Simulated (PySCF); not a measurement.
[Pm(NH3)]3+ at several levels of theory

Computed with PySCF 2.14.0 (density fitting, no spin-orbit coupling) at the geometry relaxed with PBE0:

```xyz
5
[Pm(NH3)]3+ (singlet in the valence; each metal's 4f electrons, 4 of them, lie in its core potential, out of spins and levels)
Pm    0.0000    0.0000   -0.1696
N     0.0000    0.0000    2.2206
H     0.9410    0.0000    2.6782
H    -0.4705    0.8149    2.6782
H    -0.4705   -0.8150    2.6782
```

```tsv
level	basis	state	HOMO (eV)	gap (eV)	charge on Pm1 (e)	population of f-type functions on Pm1 (polarisation alone where 4f lies in the core)	dipole about the centre of mass (D)	largest force component (eV/Å)
PBE0	Pm lcecp-1-SVP with ECP50, N def2-SVP, H def2-SVP	singlet	-27.34	7.28	2.50	0.02	3.44	0.00
PBE0	Pm lcecp-1-TZVP with ECP50, N def2-TZVP, H def2-TZVP	singlet	-27.26	7.26	2.57	0.02	3.52	0.32
```

In the lcecp rows the 4f levels are missing from HOMO and gap, and the state counts the valence alone.

Charges are Mulliken's, which hang on the basis. The relaxation used the grid (50, 194), these runs (75, 302) or, all-electron (x2c bases, spin-free X2C Hamiltonian), (99, 590).

Question: A further run in the first row's basis gives HOMO (eV) -26.54, gap (eV) 6.07, charge on Pm1 (e) 2.49, population of f-type functions on Pm1 (polarisation alone where 4f lies in the core) 0.02, dipole about the centre of mass (D) 3.48, largest force component (eV/Å) 0.17. Which level was it?
A. BLYP
B. TPSSh

Answer: B. The others give HOMO -25.80 eV (BLYP).

In the first row's basis the gap widens with exact exchange: 4.7 eV for BLYP (none); 6.1 to 7.3 eV for TPSSh, PBE0 (a fixed share).

An lcecp potential fixes the number of 4f electrons, so in runs with it no electron can move into or out of that shell.
